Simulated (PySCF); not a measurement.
Two species compared at the same levels of theory.

First species: C8H8.
Cartesian coordinates in Å at the GFN2-xTB level; atoms count from 1:
```xyz
16
C8H8 angstrom
C      2.524   -0.033    0.335
C      1.384   -0.279   -0.627
C      0.068   -0.772   -0.131
C     -1.054   -1.352    0.365
C     -2.159   -0.479    0.393
C     -2.085    0.835   -0.032
C     -0.898    1.411   -0.527
C      0.142    0.540   -0.555
H      3.190    0.733   -0.059
H      3.097   -0.948    0.480
H      2.144    0.298    1.299
H      1.708   -0.614   -1.611
H     -1.132   -2.372    0.714
H     -3.103   -0.852    0.765
H     -2.973    1.449    0.021
H     -0.860    2.444   -0.841
```

Second species: C5H8FNO.
Numbering: `[CH2:1]=[C:2]([F:3])[NH:4][C:5](=[O:6])[CH2:7][CH3:8]` (hydrogens: H9, H10 on C1; H11 on N4; H12, H13 on C7; H14, H15, H16 on C8)

Levels: PBE0/def2-SVPD for dipole moment, HOMO energy, LUMO energy, HOMO–LUMO gap, static isotropic polarisability and electronic spatial extent ⟨r²⟩ about the centre of nuclear charge; TDDFT PBE0/def2-SVPD for lowest singlet excitation; TDA PBE0/def2-SVPD for lowest triplet excitation (Tamm–Dancoff); GFN2-xTB for rotational constant A and rotational constant C. Geometries: GFN2-xTB. Each structure is a single optimised conformer of the isolated species, non-relativistic unless stated; the electronic structure was computed with PySCF and density fitting.

The conformers computed, where there is a choice (atom-mapped SMILES and torsion angles):
- `[CH2:1]=[C:2]([F:3])[NH:4][C:5](=[O:6])[CH2:7][CH3:8]`: C1–C2–N4–C5 0°, C2–N4–C5–O6 0°, N4–C5–C7–C8 180°

Values for the first species:

```
Dipole moment                                                     : 0.29 D
HOMO energy                                                       : -6.81 eV
LUMO energy                                                       : -0.35 eV
HOMO–LUMO gap                                                     : 6.46 eV
Lowest singlet excitation                                         : 5.31 eV
Lowest triplet excitation (Tamm–Dancoff)                          : 4.04 eV
Static isotropic polarisability                                   : 88.8 au
Electronic spatial extent ⟨r²⟩ about the centre of nuclear charge : 911 bohr²
Rotational constant A                                             : 4.774 GHz
Rotational constant C                                             : 1.378 GHz
```

Q: Estimate the same properties for the second species, and the change in each.

A: 
| property | first | second | second less first |
| --- | --- | --- | --- |
| dipole moment | 0.29 D | 2.99 D | +2.70 D |
| HOMO energy | -6.81 eV | -6.92 eV | -0.11 eV |
| LUMO energy | -0.35 eV | -0.36 eV | -0.01 eV |
| HOMO–LUMO gap | 6.46 eV | 6.56 eV | +0.10 eV |
| lowest singlet excitation | 5.31 eV | 5.44 eV | +0.13 eV |
| lowest triplet excitation (Tamm–Dancoff) | 4.04 eV | 4.10 eV | +0.06 eV |
| static isotropic polarisability | 88.8 au | 73.9 au | -14.9 au |
| electronic spatial extent ⟨r²⟩ about the centre of nuclear charge | 911 bohr² | 1239 bohr² | +328 bohr² |
| rotational constant A | 4.774 GHz | 5.254 GHz | +0.480 GHz |
| rotational constant C | 1.378 GHz | 0.896 GHz | -0.482 GHz |

On the first: The polarisability is 13.16 Å³ as a volume (1 au = 0.148185 Å³), or 1.59 au for each of the 56 electrons.

On the second: S1 lies 1.12 eV below the HOMO–LUMO gap; its leading configuration is HOMO−1→LUMO, weight 0.96. No computed singlet falls in the visible range (750 to 380 nm, 1.65 to 3.26 eV); S1 lies 2.18 eV above its blue end.
